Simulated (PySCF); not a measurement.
TiF₄, SMILES [F][Ti]([F])([F])[F], multiplicity 1. Geometry optimised at B3LYP-D3(BJ)/def2-SVP. The multiplicity is an assumed one; other spin states were not compared. The isomer is the one that the SMILES or the coordinates give; other isomers of the formula were not compared.

Q: Give the equilibrium geometry at B3LYP-D3(BJ)/def2-SVP (PySCF confirms it by a frequency run) as a Z-matrix, and its point group. (Estimate from the structure and the level; the computed values follow.)

A: point group Td.
```
Ti
F 1 1.7347
F 1 1.7347 2 109.47
F 1 1.7347 2 109.47 3 120.00
F 1 1.7347 2 109.47 3 -120.00
```
